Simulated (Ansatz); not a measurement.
```yaml
crystal:
  periodic: [false, false, false]
  atoms:
    - {symbol: C, position_ang: [0.134047, 0.695624, -1.900599]}
    - {symbol: Al, position_ang: [0.413792, -0.091249, -0.288754]}
    - {symbol: C, position_ang: [2.044464, 0.480808, 0.723411]}
    - {symbol: C, position_ang: [-0.163646, -2.186392, -0.040585]}
    - {symbol: As, position_ang: [-1.559397, 1.067298, 1.306015]}
    - {symbol: H, position_ang: [0.519906, 0.454443, -2.800496]}
    - {symbol: H, position_ang: [0.076843, 1.631676, -1.790544]}
    - {symbol: H, position_ang: [-1.044573, 0.561426, -2.574261]}
    - {symbol: H, position_ang: [3.003604, -0.006540, 0.208973]}
    - {symbol: H, position_ang: [1.975318, 0.052967, 1.785231]}
    - {symbol: H, position_ang: [2.057957, 1.470590, 0.762165]}
    - {symbol: H, position_ang: [-0.039078, -2.593465, 0.881229]}
    - {symbol: H, position_ang: [0.496025, -2.709424, -0.627321]}
    - {symbol: H, position_ang: [-1.171770, -2.170577, -0.455917]}
    - {symbol: H, position_ang: [-2.284390, -0.011232, 2.328608]}
    - {symbol: H, position_ang: [-2.584390, -0.061232, 2.028608]}
    - {symbol: H, position_ang: [-1.260117, 1.576154, 2.469490]}
basis:
  gaussian: {orbitals: aug-cc-pVDZ, final_grid: {core_spheres: 20, valence_spheres: 16, degree: 47}}
hamiltonian: {xc: {name: revPBE}, dispersion: d4}
scf: {lower_state_search: light}
```

```sh
$ ansatz run in.yaml --threads 8 --pin off --events-out ev --progress --plain --max-ram 20889MiB
```

Shortened log:

```
Functional definition: revPBE
2250 factors; their error is unknown
mean field evaluation 1: about -70692.9647 eV, gradient 1.1e2 eV
mean field evaluation 2: about -70543.6457 eV, gradient 1.9e2 eV
mean field evaluation 4: about -70725.3437 eV, gradient 1.5e1 eV
mean field evaluation 8: about -70726.1584 eV, gradient 4.5e-1 eV
mean field evaluation 16: about -70726.1067 eV, gradient 7.8e-3 eV
mean field -70726.10666780 eV, -2599.1364801649 hartree, gradient 7.2e-5 eV, S^2 0.000000; 1 other end points of the search recorded, 0 dependent functions left out
reference -70726.10682360 eV, -2599.1364858903 hartree; 38, 38 occupied and 202, 202 virtual orbitals, 2250 factors
Total energy: -70727.08531364 eV, -2599.1724447361 hartree
```

Question: Something in this input is off. What?

Answer: One atom was put on top of another. The run converged. The result belongs to that input, not to the molecule as meant.
